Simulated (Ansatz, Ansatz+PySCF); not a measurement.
```
atom    x (Å)    y (Å)    z (Å)
   C   0.0314  -0.0365  -1.8278
   I   0.0177   0.0257   0.3662
   H   0.0032  -1.0842  -2.1782
   H  -0.8766   0.5444  -2.1158
   H   0.9017   0.5638  -2.1775
```

Basis set: def2-SVP (spherical functions, with the set's core potentials past Kr). Correlated methods keep 5 orbitals frozen. Charge 0, multiplicity 1.

Computed with Ansatz (development build ahead of 0.2.0); each method stands on the lowest determinant of its kind that the runs found. Restricted open shells among the atoms or ions are ROHF, correlated in semicanonical orbitals with singles. Restricted functionals stand beside restricted open-shell atoms, which can lie above the unrestricted atoms usual in DFT and then raise those values.

Task: Give the atomization energy at this shape (free ground-state atoms in the same class of orbitals less the molecule, no zero-point energy) of singlet CH3I by r²SCAN (unrestricted), r²SCAN (restricted), ωB97X (restricted), ωB97X (unrestricted), PBE0 (restricted), PBE0 (unrestricted), PBE (restricted), PBE (unrestricted), RHF-CCSD(T), RHF-MP2, RHF, UHF.

Result:

| method | atomization energy |
| --- | --- |
| r²SCAN (unrestricted) | 16.08 eV |
| r²SCAN (restricted) | 16.19 eV |
| ωB97X (restricted) | 16.02 eV |
| ωB97X (unrestricted) | 15.92 eV |
| PBE0 (restricted) | 16.13 eV |
| PBE0 (unrestricted) | 16.07 eV |
| PBE (restricted) | 16.34 eV |
| PBE (unrestricted) | 16.29 eV |
| RHF-CCSD(T) | 15.26 eV |
| RHF-MP2 | 15.22 eV |
| RHF | 12.08 eV |
| UHF | 11.89 eV |
